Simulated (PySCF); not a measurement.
# `C#C[C@@H]1C[Si@H](CF)N1`, C$_{5}$H$_{8}$FNSi

Molfile (atoms numbered from 1):
```
C5H8FNSi
     RDKit          3D

 16 16  0  0  0  0  0  0  0  0999 V2000
   -3.2650    0.1913    0.6290 C   0  0  0  0  0  0  0  0  0  0  0  0
   -2.2540   -0.3088    0.2271 C   0  0  0  0  0  0  0  0  0  0  0  0
   -1.0100   -0.8689   -0.2551 C   0  0  2  0  0  0  0  0  0  0  0  0
    0.0225   -1.1752    0.8479 C   0  0  0  0  0  0  0  0  0  0  0  0
    1.2845   -0.1478   -0.1523 Si  0  0  2  0  0  4  0  0  0  0  0  0
    2.0640    1.4199    0.6189 C   0  0  0  0  0  0  0  0  0  0  0  0
    2.9964    1.9454   -0.2559 F   0  0  0  0  0  0  0  0  0  0  0  0
   -0.1955    0.1092   -0.9792 N   0  0  0  0  0  0  0  0  0  0  0  0
   -4.1594    0.6104    0.9832 H   0  0  0  0  0  0  0  0  0  0  0  0
   -1.2288   -1.7539   -0.8675 H   0  0  0  0  0  0  0  0  0  0  0  0
   -0.2812   -0.7748    1.8102 H   0  0  0  0  0  0  0  0  0  0  0  0
    0.2248   -2.2340    0.9621 H   0  0  0  0  0  0  0  0  0  0  0  0
    2.3532   -0.9131   -0.8061 H   0  0  0  0  0  0  0  0  0  0  0  0
    2.6068    1.2087    1.5425 H   0  0  0  0  0  0  0  0  0  0  0  0
    1.3388    2.2134    0.8107 H   0  0  0  0  0  0  0  0  0  0  0  0
   -0.5047    0.4870   -1.8594 H   0  0  0  0  0  0  0  0  0  0  0  0
  1  2  3  0
  2  3  1  0
  3  4  1  0
  4  5  1  0
  5  6  1  0
  6  7  1  0
  5  8  1  0
  8  3  1  0
  1  9  1  0
  3 10  1  6
  4 11  1  0
  4 12  1  0
  5 13  1  6
  6 14  1  0
  6 15  1  0
  8 16  1  0
M  END
```

The calculation used TDDFT LC-wPBE/aug-cc-pVDZ circular dichroism and optical rotation, one conformer, gas phase (PySCF 2.14.0). Geometry: GFN2-xTB.

The molecule is flexible and this is one conformer; a measurement averages over conformers.

**Question.** Draw the ECD and absorption spectra from the lowest 8 states, each a Gaussian of half-width 0.3 eV at 1/e height.

**Answer.** 
```tsv
E (eV)	λ (nm)	Δε (L mol⁻¹ cm⁻¹)	ε (L mol⁻¹ cm⁻¹)
5.60	222	-0.78	58.1
5.70	218	-2.12	158
5.80	214	-4.62	344
5.90	210	-8.03	602
6.00	207	-11.13	847
6.10	203	-12.25	966
6.20	200	-10.61	913
6.30	197	-7.10	757
6.40	194	-3.62	628
6.50	191	-1.57	610
6.60	188	-1.07	698
6.70	185	-1.33	830
6.80	182	-1.53	945
6.90	180	-1.29	1040
7.00	177	-0.41	1210
7.10	175	+1.80	1600
7.20	172	+6.49	2270
7.30	170	+14.20	3120
7.40	168	+23.21	3820
```
Δε uses R in velocity form, ε uses f in length form. Only the states computed contribute, so the short-wavelength end is incomplete.
